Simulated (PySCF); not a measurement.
**Relaxation of quintet FRuN**

These are results of PySCF, UPBE0, basis Ru def2-TZVP with ECP28, N def2-TZVP, F def2-TZVP (scalar-relativistic core potentials, no spin–orbit coupling, density fitting), not measurements. A (50,194) grid was used.

A hand-made bent start, of Cs symmetry, held to at least that symmetry:

```xyz
3
charge 0 multiplicity 5, angstrom
Ru   -0.0701    0.0000   -0.2563
N    -1.4954    0.0000    0.7417
F     1.4781    0.0000    0.8278
```

**Question.** What forces act on the atoms at the start (eV/Å)?

**Answer.** 
```csv
atom,Fx,Fy,Fz
Ru1,-1.70,0.00,2.37
N2,2.01,0.00,-1.80
F3,-0.30,0.00,-0.57
```

**Question.** What does it relax to?

**Answer.** It ends at Cs with Ru–F 1.870 Å, Ru–N 1.663 Å; F–Ru–N 118.4° (after a last refinement on a finer grid). A frequency run shows a minimum. Other isomers or separated fragments may lie lower.

**Question.** How much energy is released, and in how many steps?

**Answer.** 15.7 kJ/mol in 4 steps.

Open d and f shells are described by one determinant, and the ground state may have another occupation or spin. At this level a singlet minimum of Cs symmetry lies 164 kJ/mol below this structure.

The relaxation took 7 s on 4 threads of a shared Arm Neoverse V1 host, with 102 basis functions and 5 gradients; the process peaked at 0.52 GiB. Launch command: `OMP_NUM_THREADS=4 python axn.py task.json out`.
